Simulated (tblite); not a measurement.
Species: C3H6OSi.
Z-matrix (Å and degrees, GFN2-xTB geometry), rows numbered from 1:
```
C 
C   1  1.3316
Si  2  1.8972  1  127.02
C   2  1.4593  1  120.52  3  -179.98
O   4  1.2066  2  122.65  1   179.93
H   1  1.0774  2  121.72  3    -0.01
H   1  1.0816  2  122.06  3   179.98
H   3  1.4668  2  106.56  1    -0.02
H   3  1.4598  2  108.43  1  -118.89
H   3  1.4599  2  108.41  1   118.80
H   4  1.1087  2  116.26  1    -0.05
```

Computed with GFN2-xTB (tblite): harmonic, unscaled wavenumbers at the GFN2-xTB geometry, gas phase. Against measured fundamentals such values can be off by several per cent, at times by over 20. Modes of hydrogen on silicon can be 10 to 20 % off. One conformer, not necessarily the lowest.

Q: How many normal modes are there?

A: 11 atoms, non-linear: 3N − 6 = 27.

Q: What is the point group of the computed structure, and how do the modes divide by symmetry?

A: Cs. The vibrations span 18 a′ + 9 a″.

Q: How many distinct wavenumbers does the calculation give?

A: 27: Cs has no degenerate species.

Q: How many fundamentals are allowed in the infrared by symmetry?

A: 27 of 27: in Cs every mode is allowed. All fundamentals are allowed in the Raman spectrum.

Q: How far is the lowest real mode excited at 77 K, as a harmonic oscillator?

A: θ = hcν̃/k = 148 K for 102.6 cm⁻¹, so N1/N0 = 0.15 and ⟨v⟩ = 1/(exp(θ/T) − 1) = 0.17.

Time: 0.22 s wall. Hardware: one thread, Arm Neoverse V1 (aarch64), shared host with 64 logical CPUs at a one-minute load of 43. This covers the Hessian and the dipole derivatives.
